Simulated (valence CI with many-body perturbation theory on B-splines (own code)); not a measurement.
P III: key properties

Calculated by configuration interaction combined with many-body perturbation theory (CI+MBPT): three valence electrons over a frozen Dirac-Fock core [Ne], a basis of 9 s, 9 p, 8 d, 6 f, 3 g, 1 h functions for each j, with the one-electron correlation potential Σ1, the two-electron term Σ2, the three-electron term Σ3, Breit, model QED; selected CI, second order for the rest, scaled by the run's own slope (own B-spline code, finite nucleus).

Against 13 measured levels this calculation errs by 79 cm⁻¹ on average and by 155 at most. These come from a selection out of Martin, Zalubas and Musgrove, J. Phys. Chem. Ref. Data 14, 751 (1985). Levels without a partner in it may be off by more.

Rates and lifetimes use the calculated energies. Strong lines usually hold to 10 to 20 %, long lifetimes can be off by a factor of two.

**Question.** What is the ground level?

**Answer.** 3s²3p ²P°_1/2, composition 95 % 3s²3p ²P° + 2 % 3p³ ²P°, g = 0.666.

**Question.** What are the static dipole polarisabilities of the lowest levels?

**Answer.** 3s²3p ²P°_1/2 8.99; 3s²3p ²P°_3/2 9.02 (tensor 0.21) bohr³, of which the core gives 0.106.

**Question.** Where does the other parity begin?

**Answer.** At 3s3p² ⁴P_1/2, 56792 cm⁻¹.

**Question.** What is the ionisation energy?

**Answer.** 30.195 eV; NIST lists 30.2026 eV (measured).

**Question.** How is the term ²P° of the ground level split?

**Answer.** J = 1/2 at 0.0, J = 3/2 at 560 cm⁻¹.

**Question.** Name the longest-lived excited levels whose lifetime is computed, and their main decay.

**Answer.** 3s²3p ²P°_3/2 at 560 cm⁻¹ lives 631 s, mostly by M1 to 3s²3p ²P°_1/2; 3s3p² ⁴P_3/2 at 56997 cm⁻¹ lives 171 μs, mostly by E1 to 3s²3p ²P°_3/2; 3s3p² ⁴P_5/2 at 57325 cm⁻¹ lives 72.5 μs, mostly by E1 to 3s²3p ²P°_3/2. The lifetime of 3s3p3d ⁴F°_9/2 is too uncertain to give, and may be longer.

**Question.** Among levels below 182241 cm⁻¹, which E1 lines absorb most strongly from the ground level?

**Answer.** to 3s²3d ²D_3/2 at 85.52 nm, f = 1.23; to 3s3p² ²P_1/2 at 91.64 nm, f = 0.507; to 3s3p² ²P_3/2 at 91.33 nm, f = 0.278.
